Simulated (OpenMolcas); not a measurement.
Fe2+: moving or changing the point charges

Fe2+ among 6 point charges of -2.2 e arranged as a trigonal prism (D3h), 1.89 Å from the ion, with a polar angle of 50.1° against the regular 49.1°. The active orbitals were held to one l.
```
   1.4496    0.0000    1.2128  -2.20
  -0.7248    1.2554    1.2128  -2.20
  -0.7248   -1.2554    1.2128  -2.20
   1.4496    0.0000   -1.2128  -2.20
  -0.7248    1.2554   -1.2128  -2.20
  -0.7248   -1.2554   -1.2128  -2.20
```

```
Program             : OpenMolcas 26.06
Method              : CASSCF
Basis               : ANO-RCC-VDZP [5s4p2d1f]
Scalar Hamiltonian  : DKH2, point nucleus
Active space        : 6 electrons in 5 orbitals (3d)
State averaging     : 2S+1 = 5 even, 5 roots; 2S+1 = 3 even, 45 roots; 2S+1 = 1 even, 50 roots
Spin-orbit coupling : RASSI with atomic mean-field integrals over the reference wave functions
```

Runs around this geometry, states (labels of D3, the rotations of D3h). Energies in cm-1 above the lowest state or level, χT in cm3 K/mol.

```csv
R (Å),Polar angle / regular,Ground state,First state of that spin,First gap with spin-orbit (degeneracies),χT at 300 K,First state of another spin
1.76,1.02,5E,5A1 4240,"203.1 (2, 2)",4.857,2S+1 = 3: 19743
1.89,1.02,5E,5A1 3821,"206.2 (2, 2)",4.878,2S+1 = 3: 20955
2.02,1.02,5E,5A1 3411,"207.7 (2, 2)",4.896,2S+1 = 3: 21710
1.89,1.1,5A1,5E 2501,"7.1 (1, 2)",3.254,2S+1 = 3: 21086
```

Taking the first state of the same spin as R^-n, n = -ln(3411 / 4240) / ln(2.02 / 1.76) = 1.6 between the shortest and longest distance.

The ground state changes within this set.

Without dynamic correlation the repulsion within the d shell is too large (B by tens of per cent), so at a given field states of lower spin stand too high. An orbital doublet at a regular site is open to a Jahn-Teller distortion, which this geometry leaves out (holds for R = 1.76, ratio = 1.02; R = 1.89, ratio = 1.02; R = 2.02, ratio = 1.02). Point charges carry no covalency, so the field is a model and not that of real ligands. An unlabelled pair can be two single states that coincide in this model. No measured value stands beside these numbers.

A state without a sure symmetry label is named by its multiplicity alone.
